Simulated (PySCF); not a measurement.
C₂H₅O, SMILES C([O-])C, charge -1. Atoms are numbered in the order given.

```xyz
8

C     -0.2036    -1.1745     0.0000
C      0.4789     0.2157     0.0000
O     -0.3603     1.2418     0.0000
H      0.5328    -2.0042     0.0000
H     -0.8487    -1.2707    -0.8902
H     -0.8487    -1.2707     0.8902
H      1.1976     0.1822     0.8898
H      1.1976     0.1822    -0.8898
```
Charge -1, spin multiplicity 1.

Geometry optimised at PBE0-D3(BJ)/def2-SVPD.

Two levels are set side by side: PBE/pcSseg-2 (PySCF) and HF/pcSseg-2 (PySCF). GIAO shifts against H2O (¹⁷O), TMS (¹H), TMS (¹³C) at the same level; non-relativistic, no solvent, atoms listed together averaged. Differences are taken from unrounded values.

```csv
quantity,PBE
δ(¹³C) of C1 (ppm),33.5
δ(¹³C) of C2 (ppm),88.4
δ(¹⁷O) of O3 (ppm),212.4
"δ(¹H) of H7, H8 (ppm)",6.75
```

**Question.** These are the PBE values. What does HF give? (The exact figures need the calculation; the answer reports its results.)

**Answer.** 
```json
[
 {"quantity": "δ(¹³C) of C1 (ppm)", "HF": "36.8", "PBE minus HF": "-3.4"},
 {"quantity": "δ(¹³C) of C2 (ppm)", "HF": "73.7", "PBE minus HF": "14.7"},
 {"quantity": "δ(¹⁷O) of O3 (ppm)", "HF": "64.7", "PBE minus HF": "147.7"},
 {"quantity": "δ(¹H) of H7, H8 (ppm)", "HF": "4.42", "PBE minus HF": "2.33"}
]
```

Rough cost on one machine, each run with all the roots and properties that it gave: HF against PBE within a factor of 2.
